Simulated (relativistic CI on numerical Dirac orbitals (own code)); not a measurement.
Sensitivity of the levels of Lu50+ to α and to the nuclear radius

Method of calculation: Dirac-Coulomb-Breit CI, separate exchange-only KLI orbitals for each configuration, derivatives by finite differences, unscaled Slater integrals, QED left out (own radial code, finite nucleus).

Configurations in the expansion (outside the closed core [Ne]): 3s2 3p6 3d3, 3s2 3p5 3d4, 3s 3p6 3d4, 3p6 3d5, 3s2 3p6 3d2 4s, 3s2 3p6 3d2 4p, 3s2 3p6 3d2 4d, 3s2 3p5 3d3 4s. Levels of other configurations are missing.

With x = (α/α₀)² − 1 an excitation energy changes as ω = ω₀ + qx; K = 2q/ω₀ is the relative enhancement. Terms are leading LS components, so labels can repeat. The field-shift factor is F = δν/δ⟨r²⟩ for the transition from the lowest level.

Lowest level 3s2 3p6 3d3 4F_3/2.

```tsv
Level	ω₀ (cm⁻¹)	q (cm⁻¹)	K	F (GHz/fm²)
3s2 3p6 3d3 4F_5/2	420243	490900	2.34	10.2
3s2 3p6 3d3 4P_3/2	472337	482600	2.04	9.96
3s2 3p6 3d3 2G_7/2	498401	494500	1.98	10.5
3s2 3p6 3d3 2H_9/2	499191	477900	1.91	10.7
3s2 3p6 3d3 4P_1/2	514645	485800	1.89	9.76
3s2 3p6 3d3 2D_5/2	694180	522500	1.51	11
3s2 3p6 3d3 4F_7/2	911591	971900	2.13	20.5
3s2 3p6 3d3 4F_9/2	946050	977500	2.07	21
3s2 3p6 3d3 4P_3/2	989945	982500	1.98	20
3s2 3p6 3d3 2P_1/2	1013283	983200	1.94	20.3
3s2 3p6 3d3 2H_11/2	1021254	968700	1.9	21.5
3s2 3p6 3d3 2D_5/2	1028151	960000	1.87	19.2
3s2 3p6 3d3 2F_5/2	1092149	994300	1.82	20.2
```

At this charge energies of transitions that change n are usually good to better than 1 %, and those within a shell (Δn = 0) to a few per cent.
